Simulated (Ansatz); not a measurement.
A single point on `OC(O)(Cl)[SiH2]Cl`.

```yaml
crystal:
  periodic: [false, false, false]
  atoms:
    - {symbol: O, position_ang: [-1.094978, 1.014950, 0.657450]}
    - {symbol: C, position_ang: [-0.369043, -0.134464, 0.502003]}
    - {symbol: O, position_ang: [-1.138691, -1.194595, 0.047244]}
    - {symbol: Cl, position_ang: [0.294489, -0.698007, 2.101942]}
    - {symbol: Si, position_ang: [1.192821, 0.215400, -0.536938]}
    - {symbol: Cl, position_ang: [0.528667, 0.476332, -2.470526]}
    - {symbol: H, position_ang: [-1.894828, 0.803497, 1.158994]}
    - {symbol: H, position_ang: [-1.367411, -1.006598, -0.873006]}
    - {symbol: H, position_ang: [1.865928, 1.445690, -0.075514]}
    - {symbol: H, position_ang: [2.066147, -0.973307, -0.508750]}
basis:
  gaussian: {orbitals: def2-TZVPP}
hamiltonian: {xc: pbe}
correlation: {method: rpa}
```

```sh
$ ansatz run in.yaml --threads 4 --pin off --events-out ev --progress --plain --max-ram 10444MiB
```

It prints (some lines left out):

```
Functional definition: PBE
1671 factors; integrals over basis functions are off by at most 8.1e-4 eV
mean field evaluation 1: about -38095.3764 eV, gradient 7.0e1 eV
mean field evaluation 2: about -38095.3653 eV, gradient 7.0e1 eV
mean field evaluation 4: about -38103.4312 eV, gradient 1.4e1 eV
mean field evaluation 8: about -38103.8828 eV, gradient 8.2e-1 eV
mean field evaluation 16: about -38103.8832 eV, gradient 1.1e-3 eV
mean field -38103.88321971 eV, -1400.2918805847 hartree, gradient 3.8e-6 eV, S^2 0.000000; 0 other end points of the search recorded, 0 dependent functions left out
18 core orbitals not correlated: weight in the atoms' cores, before any rotation towards them, 1.000 or more for the frozen orbitals, at most 0.000 for the correlated occupied ones
reference -38039.83883206 eV, -1397.9382927493 hartree; 19, 19 occupied and 238, 238 virtual orbitals, 1671 factors
Total energy: -38089.74025493 eV, -1399.7721362156 hartree
```

Hardware: 4 threads of an Arm Neoverse V2 on a shared host. Wall time 8 s, peak host memory 0.72 GiB.
